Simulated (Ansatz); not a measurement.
GeMe2H2 (C2H8Ge). Charge 0, multiplicity 1. Geometry B3LYP-D4/def2-SVP, basis def2-TZVP, Ansatz.

```json
{"run": "A", "HOMO (eV)": "-8.50", "LUMO (eV)": "1.09"}
{"run": "B", "HOMO (eV)": "-11.43", "LUMO (eV)": "3.58"}
{"run": "C", "HOMO (eV)": "-11.22", "LUMO (eV)": "3.13"}
{"run": "D", "HOMO (eV)": "-7.52", "LUMO (eV)": "0.99"}
{"run": "E", "HOMO (eV)": "-7.26", "LUMO (eV)": "0.32"}
```

LC-ωPBE has ω = 0.4 bohr⁻¹.

The runs used HF, LC-ωPBE, PBE, PBE0, r2SCAN. Estimate which is which.

A PBE0 (25 % exact exchange); B HF (100 % exact exchange); C LC-ωPBE (range-separated); D r2SCAN (0 % exact exchange); E PBE (0 % exact exchange). Exact exchange lowers occupied and raises empty levels; among semilocal functionals meta-GGAs tend to open the gap a little, and such runs are hard to tell apart. The gap grows from 7.57 eV (PBE) to 15.01 eV (HF).
